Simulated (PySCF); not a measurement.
This PySCF input asks for the NMR shieldings of `C1(B)=CC[C@H]1C#C`, C₆H₇B; the geometry comes from GFN2-xTB.

```python
import basis_set_exchange as bse
import numpy as np
from pyscf import gto, dft
from pyscf.prop import nmr

atoms = """
B    -1.706425    1.486772    0.011532
C    -0.901728    0.191478    0.070567
C    -1.110051   -1.082105   -0.326505
C     0.212390   -1.604063    0.129660
C     0.489729   -0.151506    0.618905
C     1.591508    0.522227   -0.017046
C     2.491797    1.072490   -0.583195
H    -1.273532    2.472383    0.469090
H    -2.765059    1.477155   -0.486836
H    -1.937930   -1.581508   -0.800433
H     0.875250   -1.946212   -0.665290
H     0.177592   -2.359863    0.915014
H     0.569028   -0.058286    1.704656
H     3.286753    1.560565   -1.062285
"""
names = dict.fromkeys(["B", "C", "H"], "pcSseg-1")
basis = {el: gto.basis.parse(bse.get_basis(n, elements=[el], fmt="nwchem")) for el, n in names.items()}
mol = gto.M(atom=atoms, basis=basis, charge=0, verbose=0)
mf = dft.RKS(mol, xc="PBE0")
mf.grids.level = 2
mf.grids.alignment = dft.numint.BLKSIZE   # the property module wants whole blocks of grid points
mf.conv_tol = 1e-9
mf.kernel()

calc = nmr.RKS(mf)   # GIAO
C = mf.mo_coeff
Co = C[:, mf.mo_occ > 0]
resp = mf.gen_response(singlet=True, hermi=2)
def vind(x):   # induced exchange potential for any number of trial vectors
    d = np.einsum("pi,xij,qj->xpq", C, 2 * x.reshape(-1, C.shape[1], Co.shape[1]), Co, optimize=True)
    return np.einsum("xpq,pi,qj->xij", resp(d - d.transpose(0, 2, 1)), C, Co, optimize=True).ravel()
mo1, _ = nmr.rhf.solve_mo1(calc, with_cphf=vind)
sigma = calc.kernel(mo1)
for i, s in enumerate(sigma):   # ppm
    print("%2d %-2s %9.2f" % (i, mol.atom_pure_symbol(i), np.trace(s) / 3))
```

Q: Give the expected output.

A: 
```
 0 B      33.49
 1 C      16.56
 2 C       5.56
 3 C     143.56
 4 C     151.52
 5 C      97.21
 6 C     109.71
 7 H      24.95
 8 H      24.88
 9 H      23.87
10 H      28.82
11 H      28.49
12 H      27.96
13 H      30.02
```

These numbers come from an equivalent density-fitted implementation of the same equations, which agrees with the script to about 0.01 ppm for H and up to a few tenths of a ppm for heavy atoms, so last digits may differ.

Size and cost of the density-fitted run: 154 basis functions, 73 s wall time (45 s CPU) on 1 thread of an Intel Xeon, shared host; peak memory 0.72 GiB.
